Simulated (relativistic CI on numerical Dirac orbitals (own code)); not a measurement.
**What each ingredient does to the levels of Mo XXIII**

Base calculation: Dirac-Coulomb-Breit CI, orbitals from a KLI potential per configuration, model QED, unscaled Slater integrals.

CI space (outside the closed core [Ne]): 3s2 3p6 3d2, 3s2 3p5 3d3, 3s 3p6 3d3, 3s2 3p6 3d 4s, 3s2 3p6 3d 4p, 3s2 3p6 3d 4d, 3s2 3p6 3d 4f, 3s2 3p5 3d2 4s, 3s2 3p5 3d2 4p, 3s2 3p6 4s2, 3s2 3p6 4s 4p, 3p6 3d4, 3p5 3d5. Double excitations out of closed p, d and f shells are left out; levels of such configurations are missing from the list, as are those of other unlisted configurations, and high levels can miss mixing partners. These lack a partner that the ground configuration has and come out too high: 3s2 3p5 3d2 4s, 3s2 3p5 3d2 4p.

The lowest level and the first level of each name with at least 55 % of one term (blank where a level has no safe partner in the second run):

```tsv
Level	Base (cm⁻¹)	Shift (cm⁻¹)
3s2 3p6 3d2 3F_2	0	0
3s2 3p6 3d2 3F_3	27564	0
3s2 3p6 3d2 3F_4	51951	0
3s2 3p6 3d2 3P_0	67371	+5
3s2 3p6 3d2 3P_1	82303	+5
3s2 3p6 3d2 3P_2	112099	+4
3s2 3p6 3d2 1G_4	112407	0
3s2 3p6 3d2 1S_0	230039	+2
3s2 3p5 3d3 5D°_1	963292	+1706
3s2 3p5 3d3 5D°_0	969826	+1706
3s2 3p5 3d3 5S°_2	984473	+1706
3s2 3p5 3d3 5F°_5	1000901	+1706
3s2 3p5 3d3 5G°_6	1025033	+1706
3s2 3p5 3d3 3G°_3	1037048	+1706
```

At this charge energies of transitions that change n are usually good to better than 1 %, and those within a shell (Δn = 0) to a few per cent. Terms inside the open d or f shell come out 10 to 20 % too wide with unscaled integrals.

Q: One thing was changed in a second run, which moved the levels as shown. Which?
A. P86 correlation estimate
B. QED terms removed
C. configuration mixing switched off
D. Breit term removed
E. one mean potential for all configurations

A: A. P86 correlation estimate. A correlation estimate moves all levels of a configuration together before mixing; mixed levels move by a weighted share.

LS names give the leading component of a level, which can be under half, so a name can repeat, a term be missing and a line seem to break the LS rules.
